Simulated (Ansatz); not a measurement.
Program: Ansatz. Geometries: PBE0-D4/def2-TZVP. ΔE: electronic, gas phase. CCSD(T)/CBS is the MP2 limit (def2-TZVPP, def2-QZVPP) plus CCSD(T) − MP2 in def2-TZVPP, frozen cores. This one scheme is used for every species. Functionals use def2-TZVPP. B3LYP here is the variant with VWN-RPA as its local correlation; programs differ in this. Each species was taken in one conformer, which may not be the lowest.

Consider the formal hydrolysis of a B–C bond: `OBC[SiH3]` + H₂O → `OBO` + `C[SiH3]`.

CCSD(T)/CBS gives -1.22 eV.

Q: Another level gave -1.36 eV. Which?
A. B3LYP/def2-TZVPP
B. HF/def2-TZVPP
C. MP2/def2-TZVPP
D. r2SCAN-D4/def2-TZVPP

A: A. B3LYP -1.36, MP2/def2-TZVPP -1.25, r2SCAN-D4 -1.29, HF/def2-TZVPP -1.44 eV.

Largest T1 diagnostic among the species: 0.013.

The D4 term adds +0.06 eV with B3LYP and +0.04 eV with PBE0; it sums over pairs of atoms, weighted by their polarisabilities, and B3LYP, whose exchange is more repulsive, gets the larger term. In def2-TZVPP, CCSD(T) changes the Hartree–Fock value by +0.19 eV (the triples alone add +0.02 eV) and MP2 by +0.20 eV.
